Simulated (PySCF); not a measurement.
C2H7BOS, SMILES COBSC. Atoms are numbered in the order given.

```xyz
12

B     -0.8022     0.4005     0.0000
H     -1.9253     0.8495     0.0000
O      0.2902     1.1937     0.0000
C      0.2204     2.6056     0.0000
H     -0.8230     2.9627     0.0000
H      0.7332     2.9969    -0.8933
H      0.7332     2.9969     0.8933
S     -0.6324    -1.3925     0.0000
C      1.1869    -1.6157     0.0000
H      1.6320    -1.1607     0.8948
H      1.3828    -2.6960     0.0000
H      1.6320    -1.1607    -0.8948
```

The structure is a stationary point at B3LYP-D3(BJ)/def2-SVP. The structure was generated by enumeration, and PubChem lists no compound with its InChIKey, so it may never have been made. Other conformers were not sampled.

Two levels are set side by side: PBE/pcSseg-1 (PySCF) and B3LYP/pcSseg-1 (PySCF). GIAO shifts against BF3 (¹¹B), H2O (¹⁷O), H2S (³³S), TMS (¹H), TMS (¹³C) at the same level; non-relativistic, no solvent, atoms listed together averaged. Differences are taken from unrounded values.

```tsv
quantity	B3LYP
δ(¹¹B) of B1 (ppm)	33.6
δ(¹H) of H2 (ppm)	5.53
δ(¹⁷O) of O3 (ppm)	161.6
δ(¹³C) of C4 (ppm)	65.6
δ(³³S) of S8 (ppm)	186.3
δ(¹³C) of C9 (ppm)	16.7
```

Question: What does PBE give, and how far is it from B3LYP? (An estimate is asked for; the answer gives what the named calculation found.)

Answer: 
```json
[
 {"quantity": "δ(¹¹B) of B1 (ppm)", "PBE": "30.8", "PBE minus B3LYP": "-2.8"},
 {"quantity": "δ(¹H) of H2 (ppm)", "PBE": "5.70", "PBE minus B3LYP": "0.17"},
 {"quantity": "δ(¹⁷O) of O3 (ppm)", "PBE": "175.0", "PBE minus B3LYP": "13.4"},
 {"quantity": "δ(¹³C) of C4 (ppm)", "PBE": "66.8", "PBE minus B3LYP": "1.2"},
 {"quantity": "δ(³³S) of S8 (ppm)", "PBE": "204.2", "PBE minus B3LYP": "18.0"},
 {"quantity": "δ(¹³C) of C9 (ppm)", "PBE": "16.4", "PBE minus B3LYP": "-0.3"}
]
```

Rough cost on one machine, each run with all the roots and properties that it gave: B3LYP against PBE within a factor of 2.
